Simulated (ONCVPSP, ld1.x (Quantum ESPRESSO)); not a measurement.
## Potentials for germanium compared

Generated with ld1.x 7.5 (TM, RRKJ, ultrasoft, PAW), atompaw 4.2 or ONCVPSP 4.0.1. The cutoff is in Ry: for ld1.x and atompaw files where the sum of valence levels is converged to 10 mRy in a Bessel basis, for ONCV files where the hardest occupied wave has 1 mHa per electron of residual kinetic energy. The error is the largest all-electron minus pseudo excitation energy over each file’s own four to seven test configurations (ionisations up to +4, promotions, holes and added fractions of an electron), all of which were solved. The labels leave out finer settings (local radius, basis sizes, second energies), which also bear on the numbers. Spin-polarised tests are not counted. The rows are a selection from randomly drawn settings: files with unsolved tests, undetermined cutoffs or missed reference levels are left out.

A true bound ghost makes a file unfit for plane-wave use even where its test errors are small: the radial tests pick states by their node count and pass the ghost by.

| potential | cutoff (Ry) | largest error (meV) | bound ghosts |
| --- | --- | --- | --- |
| TM, PBE, scalar-relativistic, rc 1.55/1.65/1.55 (spd), local s, core correction no, reference 4s2 4p0 | 30 | +162 | d |
| TM, LDA (PZ), scalar-relativistic, rc 1.85/2.20/2.35 (spd), local p, core correction yes, reference 4s2 4p2 | 25 | -200 | none |

**Question.** Fill in the row for Ge: ONCV, PW91, scalar-relativistic, rc 2.52/2.25/0.90/2.25 (spdf), local smoothed, core correction yes, reference 3d10 4s2 4p2, qcut 3.9/3.7/17.1/5.2, projectors 1/3/3/2.

**Answer.** cutoff 240 Ry, largest error -28 meV, bound ghosts: s, f.

**Question.** Fill in the row for Ge: ONCV, PBEsol, scalar-relativistic, rc 1.40/1.85 (sp), local s, core correction yes, reference 4s2 4p2, qcut 5.6/4.2, projectors 0/2.

**Answer.** cutoff 17 Ry, largest error -157 meV, bound ghosts: p.

**Question.** Fill in the row for Ge: TM semilocal, PBE, scalar-relativistic, rc 1.30/2.35/2.00 (spd), local s, core correction yes, reference 4s2 4p1.5.

**Answer.** cutoff 45 Ry, largest error -238 meV, bound ghosts: none.
